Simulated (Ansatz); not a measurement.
Mulliken charges of CH5BFNO (`COB(N)F`) from PBE/def2-TZVPP in Ansatz (PBE0-D4/def2-TZVP geometry).

| atom | x (Å) | y (Å) | z (Å) | charge (e) |
| --- | --- | --- | --- | --- |
| C1 | 0.678 | -1.455 | 0.563 | -0.110 |
| O2 | -0.177 | -0.634 | -0.201 | -0.274 |
| B3 | -0.160 | 0.721 | -0.105 | 0.352 |
| N4 | -1.019 | 1.498 | -0.893 | -0.337 |
| F5 | 0.678 | 1.338 | 0.747 | -0.257 |
| H6 | 0.078 | -2.217 | 1.064 | 0.101 |
| H7 | 1.231 | -0.886 | 1.313 | 0.081 |
| H8 | 1.391 | -1.953 | -0.100 | 0.099 |
| H9 | -1.665 | 1.090 | -1.543 | 0.172 |
| H10 | -1.034 | 2.499 | -0.845 | 0.172 |

Q: By hand: the dipole of these point charges (1 e Å = 4.8032 D).

A: Σ q r = (-0.132, -0.133, -0.142) e Å, of length 0.235 e Å = 1.13 D.

Q: How does the dipole of the full density compare? (An estimate is asked.)

A: The calculation gave: (-0.123, -0.015, -0.122) e Å, 0.84 D; the point charges give 1.35 times that, at 30° from its direction.

Point charges leave out the atoms' own dipoles, such as those of lone pairs, and Mulliken's split depends on the basis, so the two needn't agree.
